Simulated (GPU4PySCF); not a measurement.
C₁₃H₁₀, SMILES c1cccc2c1-c1c(C2)cccc1.

The structure is a stationary point at B3LYP-D3(BJ)/def2-TZVP. Other conformers were not sampled.

Two levels are set side by side: TDDFT-PBE/def2-SVPD (GPU4PySCF) and TDDFT-ωB97X/def2-SVPD (GPU4PySCF). Vertical, same geometry. The lowest singlet is HOMO→LUMO+1 59 %, HOMO→LUMO 25 %, HOMO−2→LUMO 14 % with PBE and HOMO→LUMO 67 %, HOMO→LUMO+1 13 % with the other functional; states are paired by order. Differences are taken from unrounded values.

```json
[
 {"quantity": "lowest singlet excitation (eV)", "TDDFT-ωB97X": "4.94"},
 {"quantity": "lowest triplet excitation (TDA) (eV)", "TDDFT-ωB97X": "3.53"},
 {"quantity": "first bright state (f over 0.05) (eV)", "TDDFT-ωB97X": "4.94"},
 {"quantity": "its oscillator strength", "TDDFT-ωB97X": "0.28"}
]
```

Question: What does TDDFT-PBE give, and how far is it from TDDFT-ωB97X? (Estimate from the structure and the level; the computed values follow.)

Answer: 
| quantity | TDDFT-PBE | TDDFT-PBE minus TDDFT-ωB97X |
|---|---|---|
| lowest singlet excitation (eV) | 4.24 | -0.70 |
| lowest triplet excitation (TDA) (eV) | 3.31 | -0.22 |
| first bright state (f over 0.05) (eV) | 4.24 | -0.70 |
| its oscillator strength | 0.07 | -0.21 |

A lower first singlet is the usual sign of a functional without exact exchange. Differences between two approximate levels are no errors against the true value.
